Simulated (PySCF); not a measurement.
A calculated (r2SCAN, PySCF 2.14, aug-cc-pwCVTZ-DK, the spin-free X2C one-electron Hamiltonian (Gaussian nucleus)) atom or ion has these occupied shells.

| shell | electrons | orbital energy (eV) | rms radius, mean of both spins (bohr) |
| --- | --- | --- | --- |
| 1s α | 1 | -7618.9 | 0.0649 |
| 1s β | 1 | -7618.9 | 0.0649 |
| 2s α | 1 | -917.41 | 0.277 |
| 2s β | 1 | -914.48 | 0.277 |
| 2p α | 3 | -785.12 | 0.249 |
| 2p β | 3 | -782.88 | 0.249 |
| 3s α | 1 | -116.10 | 0.826 |
| 3s β | 1 | -109.50 | 0.826 |
| 3p α | 3 | -77.694 | 0.877 |
| 3p β | 3 | -71.244 | 0.877 |
| 3d α | 5 | -17.359 | 1.10 |
| 3d β | 1 | -13.218 | 1.10 |
| 4s α | 1 | -8.428 | 2.87 |
| 4s β | 1 | -6.889 | 2.87 |
| 4p α | 1 | -3.373 | 3.72 |

Problem. Name the element and its charge.

Solution. Co (cobalt, neutral), in [Ar] 3d6 4s2 4p1, one real determinant (an excited configuration).
